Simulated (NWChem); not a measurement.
Molecule: C₂H₂BrCl; SMILES C=C(Cl)Br

```xyz
6

C     -1.8136     0.8044     0.0000
C     -0.5030     0.5711     0.0000
Cl     0.6706     1.8299     0.0000
Br     0.2110    -1.1713     0.0000
H     -2.5249    -0.0223     0.0000
H     -2.1849     1.8309     0.0000
```
Atoms are numbered in this order, from 1.

Level: PBE0/def2-SVP (NWChem), optimised geometry, unscaled harmonic frequencies. This build's default masses of Se (78.918 u) and Br (79.917 u) are each other's, which moves their modes by up to 0.6 %.

```csv
frequency (cm⁻¹),IR intensity (km/mol)
247,0.0
346,0.1
460,6.3
549,13.5
689,0.0
773,72.0
891,43.9
1080,101.1
1370,0.6
1689,72.2
3191,3.8
3305,1.8
```

```json
{
 "zero_point_energy": "20.8 kcal/mol",
 "thermal correction to the enthalpy at 298.15 K (with zero-point energy)": "24.2 kcal/mol",
 "heat capacity Cv": "14.3 cal/(mol K)",
 "entropy at 298.15 K and 1 atm (symmetry number 1)": "72.8 cal/(mol K)",
 "dipole_moment": "1.21 D"
}
```

Rigid rotor and harmonic oscillator.
